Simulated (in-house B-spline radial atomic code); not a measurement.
# RPA and G0W0 on PBE0: S V (S4+)

Configuration [Ne] 3s2, mean-field start PBE0. Computed with an all-electron radial atomic-structure program (B-spline basis): all electrons, non-relativistic, point nucleus, each spin shell either full or empty, empty states to l = 9 with an (l + 1/2)⁻⁴ tail; G0W0 by contour deformation at full frequency.

Command:
```bash
python run_gw.py task.json out
```
Settings (radii: box in bohr, nucleus in fm):
```
Z                        16
electrons                12
configuration            [Ne] 3s2
hamiltonian              nr
method                   pbe0
lmax                     9
spin_polarised           False
box_radius               11.96
intervals                48
ion_configuration        [Ne] 3s1
```

Time taken, with all properties: 2.9 s on 1 thread of Arm Neoverse N1, with other jobs on the host.

Energies (hartree):

```csv
term,value
mean-field total,-393.72151
Hartree-Fock functional on these orbitals,-393.36536
direct second order,-0.82166
second-order exchange,0.29915
SOSEX correction,0.26914
```

**Question.** What is the RPA correlation energy, and what remains with SOSEX?

**Answer.** RPA gives -0.72754 hartree (-1.65 eV per electron); RPA + SOSEX gives -0.4584, and the second-order doubles -0.5225 hartree (no singles). RPA lacks exchange-type terms and so overcorrelates at short range.

Quasi-particle levels (eV):

```json
{"level": "3s", "occupied": "yes", "mean field": "-67.27", "Σx - vxc": "-3.52", "Σc": "?", "QP weight": "?", "G0W0": "?"}
{"level": "2p", "occupied": "yes", "mean field": "-222.73", "Σx - vxc": "-18.42", "Σc": "4.17", "QP weight": "0.926", "G0W0": "-236.98"}
{"level": "3p", "occupied": "no", "mean field": "-51.82", "Σx - vxc": "5.81", "Σc": "-1.77", "QP weight": "0.949", "G0W0": "-47.78"}
```

G0W0 = mean field + (Σx - vxc) + Σc, with Σc (partial-wave tail included) taken at the quasi-particle energy. Levels of low weight are left out.

**Question.** Where does G0W0 put 3s?

**Answer.** At -72.82 eV, with Σc = -2.04 eV and a quasi-particle weight of 0.958. The tabulated removal energy is 72.594 eV (NIST, measured); the calculation leaves out relativity, Breit and QED terms, and what these don't explain is the method's own error.

**Question.** What does it cost to remove one electron (to [Ne] 3s1) by differences of total energies, each species on its own start (correlation terms add to the Hartree-Fock functional)?

**Answer.** PBE0 72.16 eV, Hartree-Fock functional 70.60 eV, + RPA 72.76 eV, + RPA + SOSEX 72.18 eV, + second order 72.78 eV. Tabulated: 72.594 eV (NIST, measured); the calculation leaves out relativity, Breit and QED terms, and what these don't explain is the method's own error.
